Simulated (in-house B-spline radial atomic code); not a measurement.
**RPA and G0W0 on LC-wPBE: K7+**

Configuration [Ne] 3s2, mean-field start LC-wPBE. Computed with a B-spline radial code for spherical atoms: all electrons, non-relativistic, point nucleus, each spin shell either full or empty, empty states to l = 9 with an (l + 1/2)⁻⁴ tail; G0W0 by contour deformation at full frequency.

Command:
```bash
python run_gw.py task.json out
```
Settings (radii: box in bohr, nucleus in fm):
```
Z                        19
electrons                12
configuration            [Ne] 3s2
hamiltonian              nr
method                   lc_wpbe
lmax                     9
spin_polarised           False
box_radius               8.41
intervals                47
ion_configuration        [Ne] 3s1
```

Run time, properties included: 2.7 s on 1 thread of Arm Neoverse N1 (shared host).

Energies (hartree):

```json
{"term": "mean-field total", "value": "-583.51930"}
{"term": "Hartree-Fock functional on these orbitals", "value": "-583.17429"}
{"term": "direct second order", "value": "-0.82882"}
{"term": "second-order exchange", "value": "0.29984"}
{"term": "SOSEX correction", "value": "0.27549"}
```

**Question.** What is the RPA correlation energy, and what remains with SOSEX?

**Answer.** RPA gives -0.75117 hartree (-1.7 eV per electron); RPA + SOSEX gives -0.47568, and the second-order doubles -0.52898 hartree (no singles). SOSEX takes back 37 % of the RPA value.

Quasi-particle levels (eV):

```
level  occupied  mean field  Σx - vxc     Σc  QP weight     G0W0
   3s       yes     -150.62     -1.69      ?          ?        ?
   2p       yes     -423.03    -26.30   3.91      0.959  -445.42
   3p        no     -121.57      5.44  -1.97      0.967  -118.11
```

G0W0 = mean field + (Σx - vxc) + Σc, with Σc (partial-wave tail included) taken at the quasi-particle energy. Levels of low weight are left out.

**Question.** Where does G0W0 put 3s?

**Answer.** At -154.78 eV, with Σc = -2.46 eV and a quasi-particle weight of 0.972. The tabulated removal energy is 154.87 ± 0.05 eV (NIST, semi-empirical); the calculation leaves out relativity, Breit and QED terms, and what these don't explain is the method's own error.

**Question.** What does it cost to remove one electron (to [Ne] 3s1) by differences of total energies, each species on its own start (correlation terms add to the Hartree-Fock functional)?

**Answer.** LC-wPBE 154.25 eV, Hartree-Fock functional 152.10 eV, + RPA 154.47 eV, + RPA + SOSEX 153.83 eV, + second order 154.33 eV. Tabulated: 154.87 ± 0.05 eV (NIST, semi-empirical); the calculation leaves out relativity, Breit and QED terms, and what these don't explain is the method's own error.
